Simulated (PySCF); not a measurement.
**Frontier orbitals and the lowest excitations**

Species: C₃H₁₀ClFSi₂.
Cartesian coordinates in Å at the GFN2-xTB level; atoms count from 1:
```
atom  x, y, z in Å
C1    -1.3073   -1.6351   -0.4146
C2    -0.4789   -0.3481   -0.4542
Si3   -1.5849    1.1624   -0.1236
F4    -0.6648    2.4880   -0.1284
Si5    1.0233   -0.4778    0.7156
C6     2.2422    0.9445    0.3474
Cl7    2.9072    0.7028   -1.2899
H8    -0.6941   -2.4998   -0.6595
H9    -1.7256   -1.7934    0.5768
H10   -2.1312   -1.5940   -1.1251
H11   -0.0815   -0.2450   -1.4703
H12   -2.1732    1.1445    1.2088
H13   -2.5556    1.3911   -1.1859
H14    0.6194   -0.3692    2.1245
H15    1.7327   -1.7411    0.4883
H16    3.0895    0.9572    1.0273
H17    1.7756    1.9251    0.3528
```

The calculation used PySCF 2.14.0, density-fitted response routines, TDDFT CAM-B3LYP/def2-SVPD, vertical, gas phase, core orbitals frozen in the response.

Kohn–Sham orbitals with the atoms that hold most of them (Löwdin shares over 4%, at most four atoms; ? is withheld):

| orbital | ε (eV) | atoms |
| --- | --- | --- |
| LUMO+2 | 1.29 | Cl7 19%, Si5 17%, C6 9%, Si3 8% |
| LUMO+1 | 1.15 | Si3 27%, Cl7 11%, Si5 10%, H13 7% |
| LUMO | 0.66 | Si3 19%, C1 10%, Si5 10%, Cl7 8% |
| HOMO | ? | ? |
| HOMO-1 | -9.81 | ? |
| HOMO-2 | -9.90 | Cl7 57%, C2 10%, C6 9%, Si3 6% |
| HOMO-3 | -10.62 | C2 26%, Si5 14%, H14 10%, Si3 9% |

Question: Give the leading atoms of the HOMO-1.

Answer: C2 (bonded to C, 2 Si and H) 24%; Cl7 (bonded to C) 22%; Si5 (bonded to 2 C and 2 H) 10%; Si3 (bonded to C, F and 2 H) 10%. By element: carbon 24% or more, chlorine 22%, silicon 20%.

Question: Which atoms hold the HOMO, and with what shares?

Answer: Cl7 (bonded to C) 55%; C6 (bonded to Cl, Si and 2 H) 20%; Si5 (bonded to 2 C and 2 H) 12%.

Question: What is the HOMO energy, and the HOMO–LUMO gap?

Answer: ε(HOMO) = -9.38 eV; the gap is 10.04 eV (0.3689 hartree).

Question: How does S1 compare with the orbital gap of 10.04 eV?

Answer: S1 is at 6.82 eV (f = 0.023), 3.22 eV below the gap, made of HOMO→LUMO+2 (32%), HOMO→LUMO (32%), HOMO→LUMO+3 (18%). Its leading pair isn't HOMO and LUMO; the energies of that pair differ by 10.67 eV. 

Next come S2 at 7.22 eV (f 0.0007), HOMO-1→LUMO (34%), HOMO-2→LUMO+2 (21%), HOMO-2→LUMO+3 (12%); S3 at 7.27 eV (f 0.033), HOMO-2→LUMO (37%), HOMO-1→LUMO (34%); S4 at 7.64 eV (f 0.0054), HOMO→LUMO+3 (39%), HOMO→LUMO (26%), HOMO→LUMO+1 (10%); S5 at 7.85 eV (f 0.0040), HOMO-1→LUMO+1 (32%), HOMO→LUMO+1 (14%), HOMO-2→LUMO+1 (14%).

On one thread, Arm Neoverse V1 (aarch64) (shared host), this took 73 s of wall time and 1.1 GiB of memory at its peak.

One conformer stands for the species.
